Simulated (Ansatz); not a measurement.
Isolated molecules relaxed with PBE0-D4/def2-TZVP in Ansatz; ΔE leaves out vibrations. CBS: MP2 limit from def2 TZ/QZ plus the TZ coupled-cluster correction, frozen cores. Functionals use def2-TZVPP. B3LYP here is the variant with VWN-RPA as its local correlation; programs differ in this. HSE06 is defined as in plane-wave codes. Elements past krypton have def2 core potentials. For Br, In outer-core shells are correlated without core-valence functions, which leaves a few kJ/mol of doubt a bond. Scalar relativity is left out up to krypton. Each species was taken in one conformer, which may not be the lowest.

`N[Si](O)(O)F` + `[OH][InH][Br]` → `N[Si](O)(F)Br` + `[OH][InH][OH]`  (redistribution)

```json
{"level": "LDA (SPW92)", "ΔE (kJ/mol)": "119.7", "difference from CCSD(T)/CBS": "-4.4"}
{"level": "BLYP-D4", "ΔE (kJ/mol)": "114.8", "difference from CCSD(T)/CBS": "-9.3"}
{"level": "B3LYP-D4", "ΔE (kJ/mol)": "126.2", "difference from CCSD(T)/CBS": "2.1"}
{"level": "PBE-QIDH", "ΔE (kJ/mol)": "131.1", "difference from CCSD(T)/CBS": "7.0"}
{"level": "BLYP", "ΔE (kJ/mol)": "119.1", "difference from CCSD(T)/CBS": "-5.0"}
{"level": "HSE06", "ΔE (kJ/mol)": "127.3", "difference from CCSD(T)/CBS": "3.2"}
{"level": "HF/def2-SVP", "ΔE (kJ/mol)": "156.4", "difference from CCSD(T)/CBS": "32.3"}
{"level": "MP2/def2-SVP", "ΔE (kJ/mol)": "127.3", "difference from CCSD(T)/CBS": "3.2"}
{"level": "HF/def2-TZVPP", "ΔE (kJ/mol)": "158.5", "difference from CCSD(T)/CBS": "34.4"}
{"level": "MP2/def2-QZVPP", "ΔE (kJ/mol)": "121.9", "difference from CCSD(T)/CBS": "-2.2"}
{"level": "CCSD(T)/CBS", "ΔE (kJ/mol)": "124.1", "difference from CCSD(T)/CBS": "0"}
```

Largest T1 diagnostic among the species: 0.017.

At CCSD(T), def2-SVP lies +5.7 kJ/mol from the extrapolated value and def2-TZVPP +3.6 kJ/mol. In def2-TZVPP, CCSD(T) changes the Hartree–Fock value by −30.8 kJ/mol (the triples alone add −5.0 kJ/mol) and MP2 by −34.4 kJ/mol. The D4 term adds −3.4 kJ/mol with B3LYP and −1.7 kJ/mol with PBE0; it sums over pairs of atoms, weighted by their polarisabilities, and B3LYP, whose exchange is more repulsive, gets the larger term.
